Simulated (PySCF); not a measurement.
CH7AlSn.
Structure used (PBE0-D3(BJ)/def2-SVP), in Å, numbered top down from 1:
```xyz
10
CH7AlSn angstrom
Al    -1.8799    0.2024   -0.1400
C     -0.2252   -0.7888   -0.3764
Sn     1.5209    0.2915    0.3121
H     -2.2307    1.3987   -1.1311
H     -2.8559   -0.1384    1.0702
H     -0.0167   -1.0020   -1.4390
H     -0.2243   -1.7421    0.1774
H      1.8297    1.6210   -0.7278
H      1.2524    0.8875    1.9028
H      2.8832   -0.7521    0.3319
```

Level of theory: PySCF, PBE0-D3(BJ)/def2-SVP geometry optimisation, gas phase, def2 core potentials past Kr.

Task: Which atoms are bound to Al1, and at what distances?

Result: 3 atoms: H5 1.592 Å, H4 1.593 Å, C2 1.943 Å. The nearest atom not counted as bound is H6, at 2.57 Å (others tie with it).

Task: List the angles at Al1.

Result: 
```csv
angle,degrees,distance of the outer atoms (Å)
C2–Al1–H5,120.4,3.07
H4–Al1–H5,119.9,2.76
C2–Al1–H4,119.7,3.06
```

Task: What is the shape at Al1?

Result: Planar: angles 120.4°, 119.9° and 119.7°, sum 360.0°, 0.02 Å off the plane of its three neighbours.

Task: Which atoms are bound to Sn3, and at what distances?

Result: 4 atoms: H8 1.716 Å, H10 1.716 Å, H9 1.720 Å, C2 2.166 Å. The nearest atom not counted as bound is H6, at 2.67 Å.

Task: List the angles at Sn3.

Result: 
```json
{"angle": "C2–Sn3–H9", "degrees": "109.9", "distance of the outer atoms (Å)": "3.19"}
{"angle": "C2–Sn3–H10", "degrees": "109.9", "distance of the outer atoms (Å)": "3.19"}
{"angle": "C2–Sn3–H8", "degrees": "109.8", "distance of the outer atoms (Å)": "3.19"}
{"angle": "H8–Sn3–H10", "degrees": "109.6", "distance of the outer atoms (Å)": "2.80"}
{"angle": "H9–Sn3–H10", "degrees": "108.9", "distance of the outer atoms (Å)": "2.80"}
{"angle": "H8–Sn3–H9", "degrees": "108.7", "distance of the outer atoms (Å)": "2.79"}
```

Task: What is the shape at Sn3?

Result: Tetrahedral: angles from 108.7° to 109.9°; τ4 = (360° − α − β)/141° = 0.99 with α and β the two widest (0 for a square, 1 for a tetrahedron).

Task: What are the other bond lengths?

Result: C2–H6, C2–H7 1.103 Å.

Task: Give some angles away from the centre.

Result: Al1–C2–Sn3 113.2°.

Task: What are the rotational constants (commonest isotopes, rigid rotor)?

Result: A = 15620, B = 1599, C = 1531 MHz: a near-prolate asymmetric top.

Charge 0, singlet. PBE0-D3(BJ)/def2-SVP frequencies: not computed here.

One conformer stands for the species.
